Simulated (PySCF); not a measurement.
Magnetic shielding above rings: a mixed set.

NICS is the negative of the GIAO shielding at a point without a nucleus: at the ring centre (0) and 1 Å above and below it (1); zz is the component along the ring normal. Level: GIAO PBE0/pcSseg-1 (PySCF, non-relativistic, gas phase) on the GFN2-xTB geometries, one conformer each. Atom numbers follow the mapped SMILES.

Question: Order these rings by mean NICS(1)zz, lowest (most negative) first (ppm).
A. ring C2–C3–C4–C5–C6–N7 in `[O:1]=[C:2]1[CH2:3][CH2:4][CH2:5][CH2:6][NH:7]1`
B. ring C2–C3–P5 in `[CH3:1][C:2]1=[C:3]([CH3:4])[PH:5]1=[S:6]`
C. ring Si3–O4–Si5–C6–Si7 in `[O:1]=[CH:2][Si@@H:3]1[O:4][SiH2:5][CH2:6][SiH2:7]1`
D. ring C1–C2–C3 in `[CH2:1]1[CH2:2][CH2:3]1`
E. ring C3–C4–N5–N6–N7 in `[CH2:1]=[CH:2][c:3]1[cH:4][n:5][n:6][n-:7]1` (charge -1)
F. ring C3–C4–C5–C6–P8 in `[CH3:1][O:2][c:3]1[cH:4][cH:5][c:6]([F:7])[p:8]1[CH3:9]`

Answer: E (-33.7), D (-23.7), B (-12.3), F (-3.7), C (-2.0), A (1.4).

| SMILES | ring | NICS(0) | NICS(1) | NICS(1)zz | HOMA | rms pucker (Å) | ring atoms with four or more neighbours |
| --- | --- | --- | --- | --- | --- | --- | --- |
| C=Cc1cnn[n-]1 | 5-membered ring with 3 N; formal bonds all aromatic | -10.4 | -13.4 | -33.7 | 0.96 | 0.00 | 0 |
| C1CC1 | 3-membered carbocycle; formal bonds all single | -44.1 | -8.5 | -23.7 | – | 0.00 | 3 |
| CC1=C(C)[PH]1=S | 3-membered ring with P; formal bonds 1 double, 2 single | -19.3 | -8.8 | -12.3 | – | 0.00 | 1 |
| COc1ccc(F)p1C | 5-membered ring with P; bonds drawn aromatic by RDKit's count | -4.7 | -3.8 | -3.7 | -0.16 | 0.04 | 0 |
| O=C[Si@@H]1O[SiH2]C[SiH2]1 | 5-membered ring with O and 3 Si; formal bonds all single | -4.4 | -2.5 | -2.0 | – | 0.06 | 4 |
| O=C1CCCCN1 | 6-membered ring with N; formal bonds all single | -2.1 | -2.0 | 1.4 | – | 0.21 | 4 |

NICS(0) gives another order. The isotropic NICS(1) gives another order. HOMA uses Krygowski's 1993 parameters; it is left out where a ring has a four-coordinate atom, a triple bond, no multiple bond or a kind of bond without parameters. NICS(1) and NICS(1)zz are means over the two faces.
